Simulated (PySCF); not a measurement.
Compound: H₉PSi₃.
SMILES: `[SiH3]P([SiH3])[SiH3]`

The closed-shell ground state was solved at several levels (PySCF, density fitting, gas phase, non-relativistic). Isolated species at its PBE0-D3(BJ)/def2-SVP geometry, gas phase.

```
        level  basis functions  HOMO (eV)  LUMO (eV)  gap (eV)  dipole (D)
 KT2/pcSseg-2              298      -6.38      -1.25      5.13        0.57
PBE0/pcSseg-1              141      -7.40      -0.29      7.11        0.94
```

(1) Estimate the row for CAM-B3LYP/def2-SVPD, a basis of 168 functions; the other rows only guide the guess.

(2) Over all these levels, which gives the widest orbital gap and which the narrowest?

(3) How far do the dipole and the HOMO energy spread over the levels?

Results:

(1) HOMO -8.52 eV, LUMO 0.64 eV, gap 9.16 eV, dipole 0.54 D.

(2) CAM-B3LYP/def2-SVPD (range-separated hybrid) has the widest, 9.16 eV, and KT2/pcSseg-2 (GGA) the narrowest, 5.13 eV. Functional and basis both differ between the two, so the spread mixes both effects.

(3) The dipole runs from 0.54 to 0.94 D (mean 0.68 D) and the HOMO from -8.52 to -6.38 eV.
